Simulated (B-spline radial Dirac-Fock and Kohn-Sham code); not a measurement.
The computed values come from a B-spline atomic structure program: ΔSCF Dirac-Fock with Breit, self-energy and vacuum polarisation, finite nucleus, configuration average. Free neutral atoms up to Cf, the lines Kα1, Kβ1, Lα1, Lβ1, Lβ2, Lγ1, Lℓ and Mα1 where both subshells are closed (so no Lα of most 3d metals and no Mα of most lanthanides); Na, Y were not searched.

Q: Al Kα1 is computed at 1487.5 eV. Which of the searched lines of other elements lie within 49 eV and could overlap it in an energy-dispersive spectrum?

A: Rb Lℓ at 1479.9 eV (-8); Yb Mα1 at 1522.5 eV (+35); Br Lβ1 at 1528.0 eV (+40).
